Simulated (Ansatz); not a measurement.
Input file for CH5FSSn, SMILES `[CH3][SnH]([F])[SH]`:

```yaml
crystal:
  periodic: [false, false, false]
  atoms:
    - {symbol: C, position_ang: [-0.089613, 0.676928, -1.164447]}
    - {symbol: Sn, position_ang: [0.418011, -0.751314, 0.319190]}
    - {symbol: F, position_ang: [2.071830, -0.078712, 1.050265]}
    - {symbol: S, position_ang: [-1.161399, -0.817602, 2.108375]}
    - {symbol: H, position_ang: [-1.046769, 0.420067, -1.617588]}
    - {symbol: H, position_ang: [-0.157764, 1.658334, -0.695945]}
    - {symbol: H, position_ang: [0.687431, 0.695145, -1.928355]}
    - {symbol: H, position_ang: [0.765152, -2.352879, -0.138380]}
    - {symbol: H, position_ang: [-1.398381, 0.503732, 2.049785]}
basis:
  gaussian: {orbitals: def2-SVP}
correlation: {method: ccsd_t}
```

```sh
$ ansatz run in.yaml --threads 4 --pin off --events-out ev --progress --plain
```

The program prints (abridged):

```
Functional definition: HF
1035 factors; integrals over basis functions are off by at most 1.2e-3 eV
mean field evaluation 1: about -20430.0551 eV, gradient 3.6e1 eV
mean field evaluation 2: about -20430.1535 eV, gradient 3.6e1 eV
mean field evaluation 4: about -20433.1540 eV, gradient 3.0e0 eV
mean field evaluation 8: about -20433.1996 eV, gradient 2.2e-1 eV
mean field -20433.19986642 eV, -750.9062449706 hartree, gradient 4.8e-6 eV, S^2 0.000000; 0 other end points of the search recorded, 0 dependent functions left out
11 core orbitals not correlated: weight in the atoms' cores, before any rotation towards them, 1.000 or more for the frozen orbitals, at most 0.000 for the correlated occupied ones
reference -20433.19986642 eV, -750.9062449706 hartree; 18, 18 occupied and 68, 68 virtual orbitals, 1035 factors
second order -15.69799364 eV of doubles, -0.00000000 eV of singles
cycle   1  -16.38707718 eV  change   -6.9e-1 eV  update   9.8e-2
cycle   2  -16.78908219 eV  change   -4.0e-1 eV  update   3.1e-2
cycle   3  -16.90681955 eV  change   -1.2e-1 eV  update   1.7e-2
cycle   4  -16.90825833 eV  change   -1.4e-3 eV  update   3.6e-3
cycle   5  -16.90626229 eV  change    2.0e-3 eV  update   1.4e-3
cycle   6  -16.90606278 eV  change    2.0e-4 eV  update   4.2e-4
cycle   7  -16.90596843 eV  change    9.4e-5 eV  update   1.4e-4
cycle   8  -16.90593488 eV  change    3.4e-5 eV  update   4.4e-5
perturbative correction -0.41022631 eV, -0.0150755388 hartree
Total energy: -20450.51602761 eV, -751.5426021571 hartree
```

Hardware: 4 threads of a server CPU on a shared host. Wall time 3.4 s, peak host memory 0.45 GiB.

The correlation energy is -17.316 eV, 2.4 % of it from (T); the T1 diagnostic reads 0.0106.
